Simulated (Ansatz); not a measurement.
Start from `[F][Al]([F])[S][AlH2]` and change one atom or group to get `C[O][Al]([F])[F]`.

Ansatz, PBE0-D4/def2-TZVP geometries, multiplicity 1. Each molecule was computed in one conformer, which needn't be the lowest.

| property | `[F][Al]([F])[S][AlH2]` |
| --- | --- |
| size of the dipole moment (ωB97M-V/def2-TZVPP) / D | 1.18 |
| LUMO energy (ωB97M-V/def2-TZVPP) / eV | 0.01 |
| HOMO energy (PBE0/def2-TZVPP) / eV | -7.82 |
| HOMO–LUMO gap (ωB97M-V/def2-TZVPP) / eV | 9.95 |
| LUMO energy (PBE0/def2-TZVPP) / eV | -1.65 |
| HOMO energy (PBE/def2-TZVPP) / eV | -6.64 |

Q: What does the change do to each property? (An estimate is asked.)

A: The calculation gave: 
| property | `C[O][Al]([F])[F]` | shift |
| --- | --- | --- |
| size of the dipole moment (ωB97M-V/def2-TZVPP) / D | 2.08 | 0.90 |
| LUMO energy (ωB97M-V/def2-TZVPP) / eV | 0.66 | 0.65 |
| HOMO energy (PBE0/def2-TZVPP) / eV | -8.73 | -0.91 |
| HOMO–LUMO gap (ωB97M-V/def2-TZVPP) / eV | 11.81 | 1.86 |
| LUMO energy (PBE0/def2-TZVPP) / eV | -0.96 | 0.69 |
| HOMO energy (PBE/def2-TZVPP) / eV | -7.16 | -0.52 |

With PBE0 the HOMO falls by 0.91 eV and the LUMO rises by 0.69 eV, so the gap widens by about 1.60 eV. PBE moves the HOMO by -0.52 eV and ωB97M-V by -1.21 eV. The zero-point energy changes by 65.9 kJ/mol with +3 modes. Dipoles are sizes alone; their direction can turn.
